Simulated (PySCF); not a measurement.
C4H10S, triplet, at the geometry of the source list (a higher spin typed on purpose: for a closed-shell molecule this is an excited state) (in this run its highest filled SCF level lies above zero, so its values depend strongly on the basis, on diffuse functions most of all). Base run: B3LYP/STO-3G in PySCF.

PySCF was given this input:
```python
from pyscf import gto, scf, dft

mol = gto.Mole()
mol.atom = '''
    C     2.56440000   -0.11540000    0.11420000
    C     1.11170000    0.17840000   -0.20530000
    S     0.05090000   -0.28100000    1.21340000
    C    -1.54800000    0.38980000    0.64800000
    C    -2.16230000   -0.41070000   -0.48500000
    H     2.88150000    0.44890000    0.98760000
    H     3.19280000    0.15800000   -0.73070000
    H     2.69680000   -1.17380000    0.32360000
    H     0.95740000    1.24240000   -0.39360000
    H     0.78340000   -0.39760000   -1.07100000
    H    -1.38760000    1.43110000    0.36450000
    H    -2.18300000    0.35660000    1.53280000
    H    -2.26390000   -1.45350000   -0.19480000
    H    -1.54650000   -0.35710000   -1.37980000
    H    -3.14760000   -0.01590000   -0.72410000
'''
mol.basis = 'sto-3g'
mol.spin = 2
mol.verbose = 4
mol.build()

mf = dft.UKS(mol)
mf.xc = 'b3lyp'
mf.kernel()
```

The base run was repeated with changes; each row names its change, and settings that it needs were set with it.

| change | ΔE vs base (mEh) | grid points | electrons on the grid |
|---|---|---|---|
| base | 0.000 | 173432 | 50.00000 |
| grids.level = 2 | 0.001 | 110304 | 50.00001 |
| grids.atom_grid = (30, 110) | 0.487 | 36936 | 50.00078 |
| grids.radi_method = mura_knowles | 0.000 | 165656 | 50.00000 |
| grids.prune = dft.gen_grid.sg1_prune | -0.011 | 74848 | 50.00015 |
| grids.atom_grid = (150, 974) | 0.002 | 1218304 | 50.00000 |
| grids.radi_method = delley | 0.000 | 187520 | 50.00000 |
| grids.level = 7 | 0.002 | 933032 | 50.00000 |
| grids.level = 0 | -21.443 | 12168 | 50.00242 |
| grids.level = 1 | -0.021 | 51760 | 50.00007 |
| grids.prune = off | 0.000 | 276320 | 50.00000 |

Open shells are given as the SCF converged; they aren't shown to be the lowest states, and a large step between rows can be another state.
